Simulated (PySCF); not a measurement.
C₂H₆ClInO, SMILES C[O][In]([CH3])[Cl]. Coordinates come from a B3LYP-D3(BJ)/def2-SVP optimisation. The structure was generated by enumeration; whether it is a known compound was not checked. The def2 effective core potentials stand for the cores of In; spin–orbit coupling is left out. One conformer was computed; it need not be the lowest.

**Question.** Give the equilibrium geometry at B3LYP-D3(BJ)/def2-SVP (PySCF confirms it by a frequency run) as bond lengths and angles. (An estimate is asked for; the answer gives what the named calculation found.)

**Answer.** This is not unique; one that fits is 
Atoms: In1 Cl2 C3 H4 H5 H6 O7 C8 H9 H10 H11. Bonds (Å): In1–Cl2 2.364, In1–C3 2.162, In1–O7 2.005, C3–H4 1.098, C3–H5 1.098, C3–H6 1.099, O7–C8 1.402, C8–H9 1.107, C8–H10 1.108, C8–H11 1.111. Bond angles (°): Cl2–In1–C3 123.8, Cl2–In1–O7 108.5, C3–In1–O7 127.7, In1–C3–H4 110.0, In1–C3–H5 108.3, In1–C3–H6 108.3, H4–C3–H5 110.4, H4–C3–H6 110.3, H5–C3–H6 109.6, In1–O7–C8 124.4, O7–C8–H9 110.5, O7–C8–H10 110.8, O7–C8–H11 114.5, H9–C8–H10 107.1, H9–C8–H11 106.7, H10–C8–H11 106.8.
